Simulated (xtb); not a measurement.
CH11NOSi3, SMILES C[Si@@H]([SiH3])O[SiH2]N. All values are semi-empirical tight-binding results from xtb (GFN2-xTB unless named), good for trends rather than for accurate numbers. Geometry: GFN2-xTB. The structure was generated by enumeration; whether it is a known compound was not checked. Other conformers were not sampled.

Computed properties:
```
Item                                           Result
--------------------------------------  -------------
orbital gap                                   4.37 eV
dipole moment                                  1.10 D
zero-point energy                       72.2 kcal/mol
G − E(el) at 298.15 K (modified RRHO)   48.3 kcal/mol
static polarisability (D4 model)          113.5 bohr³
solvation energy, GFN2-xTB/ALPB(water)  -1.6 kcal/mol
solvation energy, GFN2-xTB/ALPB(dmso)   -6.9 kcal/mol
```
